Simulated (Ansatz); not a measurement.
# Molecular dynamics of C2H7Ga

Input file:

```yaml
crystal:
  periodic: [false, false, false]
  atoms:
    - { symbol: Ga, position_ang: [0.001981, 0.010479, -0.027642] }
    - { symbol: H, position_ang: [-0.015587, -0.0193, 1.552756] }
    - { symbol: C, position_ang: [1.726548, 0.020554, -0.979449] }
    - { symbol: H, position_ang: [2.054919, -1.022946, -1.129245] }
    - { symbol: H, position_ang: [1.64822, 0.482801, -1.975057] }
    - { symbol: H, position_ang: [2.517805, 0.52773, -0.407803] }
    - { symbol: C, position_ang: [-1.715662, 0.003525, -0.993031] }
    - { symbol: H, position_ang: [-2.281375, -0.911182, -0.749781] }
    - { symbol: H, position_ang: [-2.341273, 0.850831, -0.667504] }
    - { symbol: H, position_ang: [-1.595478, 0.057409, -2.084743] }
basis:
  gaussian: { orbitals: def2-SVP }
hamiltonian:
  xc: pbe0
  dispersion: d4
md:
  timestep: 0.5
  n_steps: 100
  ensemble: nvt_nose_hoover
  temperature: 700.0
  initial_velocities: maxwell_boltzmann
  seed: 284997
  nose_hoover: { tau: 300.0, chain_length: 3 }
```

Command:

```bash
$ ansatz run input.yaml --threads 1 --pin off --max-ram 2048MiB --backend cpu --events-out ev --progress --plain --runs-dir out
```

It starts from a relaxed structure.

Output, in part (step lines, the closing report, with atoms numbered from 0):

```
md step     0: t =     0.00 fs  T =   700.0 K  F+E_penalty+E_count = -54548.28211253 eV  E_kin = 0.723856 eV  conserved = -54547.55825653 eV  (25 SCF iters)
[... lines left out ...]
Total energy: -54547.69370443 eV, -2004.5907698830 hartree
Atom 0 at    -0.016548    -0.000901     0.025497 Å, force     1.408170     0.021672    -0.586877 eV/Å
Atom 1 at     0.205968    -0.035453     1.584005 Å, force    -0.249292    -0.014168     0.023428 eV/Å
Atom 2 at     1.711321     0.073626    -1.102566 Å, force    -3.109726    -0.885992    -3.272495 eV/Å
Atom 3 at     2.008988    -0.958561    -1.425780 Å, force    -0.425595     0.189847     0.295648 eV/Å
Atom 4 at     1.490978     0.575958    -2.177265 Å, force     0.553197    -0.712013     2.433917 eV/Å
Atom 5 at     2.582099     0.432059    -0.669501 Å, force     1.962695     1.378696     1.125066 eV/Å
Atom 6 at    -1.638328     0.003700    -1.063985 Å, force     2.015606     0.616622    -2.867105 eV/Å
Atom 7 at    -2.458196    -0.594273    -0.810239 Å, force    -1.575104    -1.233655     0.791703 eV/Å
Atom 8 at    -2.008365     1.042885    -1.174484 Å, force     0.108989    -0.127360    -0.012593 eV/Å
Atom 9 at    -1.292622    -0.344599    -2.151204 Å, force    -0.688940     0.766352     2.069307 eV/Å
Dipole moment:    -0.130305    -0.016059    -0.078287 e Å
```

The steps, from the saved trajectory:

```tsv
time (fs)	T (K)	potential energy less start (eV)	conserved less start (meV/atom)
0	700	0.000	0.00
1.5	431	0.285	0.64
3	302	0.420	0.82
4.5	519	0.189	0.21
6	421	0.292	0.37
7.5	151	0.576	0.87
9	272	0.449	0.65
10.5	520	0.187	0.05
12	283	0.437	0.58
13.5	150	0.577	0.89
15	425	0.287	0.20
16.5	397	0.317	0.34
18	153	0.574	0.83
19.5	255	0.468	0.72
21	567	0.139	0.12
22.5	445	0.268	0.38
24	246	0.481	0.99
25.5	529	0.180	0.23
27	566	0.143	0.23
28.5	266	0.458	0.78
30	257	0.467	0.79
31.5	532	0.177	0.16
33	421	0.294	0.32
34.5	171	0.560	1.01
36	420	0.295	0.27
37.5	473	0.240	0.22
39	182	0.547	0.77
40.5	157	0.573	0.79
42	419	0.296	0.24
43.5	365	0.353	0.29
45	120	0.613	0.98
46.5	347	0.373	0.38
48	485	0.229	0.15
49.5	216	0.513	0.73
```

All steps were run. The conserved energy stayed within 1.1 meV per atom of its start (net change 0.88 meV per atom), so the integration is sound. The mean temperature of the second half is 50 % below the set value. A run of 0.05 ps of so small a system gives no equilibrium averages.

The same pairs are bonded in the first frame and the last. Pairs count as bonded within 1.25 times the sum of covalent radii (0.12 Å more for H–H).

Last frame:

```xyz
10
Properties=species:S:1:pos:R:3
Ga -0.017 -0.001 0.025
H 0.206 -0.035 1.584
C 1.711 0.074 -1.103
H 2.009 -0.959 -1.426
H 1.491 0.576 -2.177
H 2.582 0.432 -0.669
C -1.638 0.004 -1.064
H -2.458 -0.594 -0.810
H -2.008 1.043 -1.175
H -1.293 -0.345 -2.151
```

The run took 4.8 min on 1 thread of Intel(R) Xeon(R) Platinum 8488C (Sapphire Rapids), on a shared host, peak memory 0.21 GiB.
